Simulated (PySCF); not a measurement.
# How methods differ on the ionisation energy of K

K [Ar] 4s1 [4s1/2^1, M_J = 1/2] → K⁺ [Ar], as a difference of total energies. All numbers are calculated (PySCF 2.14, the two-component X2C-1e Hamiltonian, in an uncontracted even-tempered set (21 s from 0.0048 bohr⁻², ratio 2.8; 15 p from 0.0062 bohr⁻², ratio 2.8; 6 d from 0.064 bohr⁻², ratio 3)). Correlated levels: [Ne] frozen; the 58 highest virtual spinors dropped. "Screened" scales the spin-orbit matrix elements by Boettger's factors to mimic the two-electron term; Breit and QED terms are absent.

```
                    method  ionisation energy (eV)  error (eV)
 GHF (screened spin-orbit)                   4.022      -0.319
GMP2 (screened spin-orbit)                   4.280      -0.061
```

Reference: 4.341 eV (measured; NIST Atomic Spectra Database, ionization energies).
